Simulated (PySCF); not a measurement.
C₂H₅O, SMILES [CH2]OC, multiplicity 2. Geometry optimised at B3LYP-D3(BJ)/def2-TZVP. The isomer is the one that the SMILES or the coordinates give; other isomers of the formula were not compared.

Computed equilibrium geometry at B3LYP-D3(BJ)/def2-TZVP (PySCF confirms it by a frequency run) as a Z-matrix:
```
O
C 1 1.3519
H 2 1.0790 1 114.02
H 2 1.0842 3 121.78 1 153.24
C 1 1.4200 2 115.24 3 176.72
H 5 1.0876 1 107.02 2 -177.74
H 5 1.0937 6 109.69 1 120.06
H 5 1.0948 6 109.52 7 119.95
```
Charge 0, spin multiplicity 2.
